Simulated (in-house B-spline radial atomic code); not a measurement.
## RPA and G0W0 on wB97X: I⁵⁺

Configuration [Kr] 4d10 5s2, mean-field start wB97X. Computed with a B-spline radial code for spherical atoms: all electrons, scalar-relativistic (spin-free one-electron X2C), finite nucleus, each spin shell either full or empty, empty states to l = 9 with an (l + 1/2)⁻⁴ tail; G0W0 by contour deformation at full frequency.

Command:
```bash
python run_gw.py task.json out
```
Settings (radii: box in bohr, nucleus in fm):
```
Z                        53
electrons                48
configuration            [Kr] 4d10 5s2
hamiltonian              x2c
method                   wb97x
lmax                     9
rms_radius               4.75
spin_polarised           False
box_radius               10.43
intervals                67
ion_configuration        [Kr] 4d10 5s1
```

Cost of the run: 12 s on 1 thread of Arm Neoverse N1 (shared host).

Energies (hartree):

| term | value |
| --- | --- |
| mean-field total | -7110.43085 |
| Hartree-Fock functional on these orbitals | -7107.36253 |
| direct second order | -4.262 |
| second-order exchange | 1.1686 |
| SOSEX correction | 1.0967 |

**Question.** What is the RPA correlation energy, and what remains with SOSEX?

**Answer.** RPA gives -3.7915 hartree (-2.15 eV per electron); RPA + SOSEX gives -2.6948, and the second-order doubles -3.0934 hartree (no singles). RPA lacks exchange-type terms and so overcorrelates at short range.

Quasi-particle levels (eV):

```tsv
level	occupied	mean field	Σx - vxc	Σc	QP weight	G0W0
5s	yes	-72.82	0.39	?	?	?
4d	yes	-114.13	-6.24	0.48	0.951	-119.89
5p	no	-51.65	2.59	-1.58	0.972	-50.64
```

G0W0 = mean field + (Σx - vxc) + Σc, with Σc (partial-wave tail included) taken at the quasi-particle energy. Only the outer levels were computed. Levels of low weight are left out.

**Question.** Where does G0W0 put 5s?

**Answer.** At -74.90 eV, with Σc = -2.47 eV and a quasi-particle weight of 0.972. The tabulated removal energy is 74.4 ± 0.4 eV (NIST, semi-empirical); the calculation leaves out spin-orbit coupling, Breit and QED terms, and what these don't explain is the method's own error.

**Question.** What does it cost to remove one electron (to [Kr] 4d10 5s1) by differences of total energies, each species on its own start (correlation terms add to the Hartree-Fock functional)?

**Answer.** wB97X 74.43 eV, Hartree-Fock functional 72.23 eV, + RPA 74.69 eV, + RPA + SOSEX 74.17 eV, + second order 75.29 eV. Tabulated: 74.4 ± 0.4 eV (NIST, semi-empirical); the calculation leaves out spin-orbit coupling, Breit and QED terms, and what these don't explain is the method's own error.
